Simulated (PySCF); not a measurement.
## How methods differ on the excitation energy of Si

Si [Ne] 3s2 3p2 (3P) → Si [Ne] 3s1 3p2 4s1 (5P), as a difference of total energies. All numbers are calculated (PySCF 2.14, the non-relativistic Hamiltonian (point nucleus), in aug-cc-pwCVDZ). Correlated levels: valence and next inner shell: 1s2 frozen. The calculations carry no spin-orbit coupling.

```csv
method,excitation energy (eV)
UHF,8.651
MP2 (valence and next inner shell),9.736
SCS-MP2 (valence and next inner shell),10.005
CCSD (valence and next inner shell),10.004
CCSD(T) (valence and next inner shell),10.049
```

Task: How much does correlation contribute at CCSD(T) (valence and next inner shell)?

Result: 10.049 − (8.651) = 1.398 eV, measured against UHF.

The upper state lies above the first ionisation limit, but in LS coupling its spin forbids autoionisation to the ground ion. A Rydberg-like electron needs more diffuse functions than a valence basis has.

The promoted electron is Rydberg-like, and one or two diffuse shells describe it only roughly, which tends to raise the upper state.
